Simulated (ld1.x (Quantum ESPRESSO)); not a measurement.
# Before and after: PAW potential for bromine (Br)

bromine (Br), PAW, made with ld1.x (Quantum ESPRESSO) 7.5 (PBE, scalar-relativistic). Core [Ar] 3d10, reference 4s2 4p3 (charge +2). Waves: 4s (bound): rcut 1.35, rcutus 1.45 bohr; 4s channel at -0.9 Ry: rcut 1.35, rcutus 1.45 bohr; 4p (bound): rcut 1.00, rcutus 1.40 bohr; 4p channel at -1.65 Ry: rcut 1.00, rcutus 1.40 bohr. Local part: all-electron potential smoothed inside 1.10 bohr (lloc = -1). Core correction: Bessel-smoothed model core inside 1.15 bohr. Augmentation charge: PSQ, inside the norm-conserving radii.

Change: type TM; waves now 4p (bound): rc 1.40 bohr; 4s (bound): rc 1.45 bohr; local potential the s channel.

Cutoffs: the cutoffs (Ry, on a coarse ladder) from which the occupation-weighted sum of valence levels, in a spherical-Bessel basis at the reference potential, stays within 10 and 1 mRy of its value at 400 Ry; they do not see the model core or the augmentation charge, which bear on the density cutoff. Errors are all-electron minus pseudo energies relative to the spin-unpolarised reference configuration.

**Question.** Predict the effect on cutoff, ghosts and configuration errors.

**Answer.** The potential gets harder (21 Ry and 40 Ry → 50 Ry and 90 Ry); the bound ghosts move from d to p; of the 7 tests that both files solve, the error grows in 1 and shrinks in 4 by more than 15 % and 0.3 meV (median size 9.3 → 10.1 meV); the range in which the p phases agree widens (upper end 0.8 → at the end of the scan). Several settings change at once here, so the effects cannot be laid on one of them.

| quantity | base | changed |
| --- | --- | --- |
| cutoff, loose | 21 Ry | 50 Ry |
| cutoff, tight | 40 Ry | 90 Ry |
| loose cutoff by channel (10 mRy a level) | s 15 Ry, p 10 Ry | p 21 Ry, s 40 Ry |
| bound ghosts | d | p |
| error for 4s2 4p5, meV [ΔE -35.31 eV] | -9.3 | -10 |
| error for 4s2 4p4, meV [ΔE -22.76 eV] | -2.7 | -1.8 |
| error for 4s2 4p2, meV [ΔE 33.98 eV] | -21 | -14 |
| error for 4s2 4p5.3, meV [ΔE -37.28 eV] | -10 | -13 |
| error for 4s2 4p4.5, meV [ΔE -30.24 eV] | -6.3 | -5.7 |
| error for 4s2 4p1, meV [ΔE 80.01 eV] | -101 | -51 |
| error for 4s1 4p5, meV [ΔE -9.76 eV] | +2.7 | -0.1 |
| s: phases at 1.61 bohr within 0.05 rad from the reference energy up to (Ry; the scan ends near 5) | to the end of the scan | 4.8 |
| p: phases at 1.61 bohr within 0.05 rad from the reference energy up to (Ry; the scan ends near 5) | 0.8 | to the end of the scan |

 A true bound ghost makes a file unfit for plane-wave use even where its test errors are small: the radial tests pick states by their node count and pass the ghost by.
